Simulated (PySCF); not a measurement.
# Trend along group 12: MMg molecules

PBE with double-zeta basis sets in PySCF, for the lowest determinant that a PBE0 search found; no spin–orbit coupling. De refers to high-spin ground-configuration atoms. A positive dipole means M(−)Mg(+).

```csv
M,basis,state (unpaired electrons),Re (Å),ωe (cm⁻¹),De (eV),μ (D)
Zn,def2-SVP,singlet (closed shell),3.167,98.5,0.19,-0.32
Hg,def2-SVP,singlet (closed shell),3.491,59.0,0.07,0.05
```

Problem. The row for M = Cd is missing. Estimate Re, ωe and De as the mean of the rows for Zn and Hg, and compare with the calculation.

Solution. The means are 3.329 Å, 78.8 cm⁻¹ and 0.13 eV. PBE in def2-SVP gives MgCd as a singlet (closed shell) with Re = 3.465 Å, ωe = 70.4 cm⁻¹, De = 0.10 eV, so the estimate is off by -13.6 pm, +12 % and +0.03 eV.

Closed-shell solutions of metal pairs were not tested for spin polarisation, which can lower them a little. Weak bonds: MgCd, MgHg, MgZn. Basis-set superposition, not corrected here, can be much of De in a small basis, most of all at correlated wavefunction levels. Functionals without a dispersion term scatter widely for such bonds, and LDA overbinds them. Spin–orbit coupling is left out.
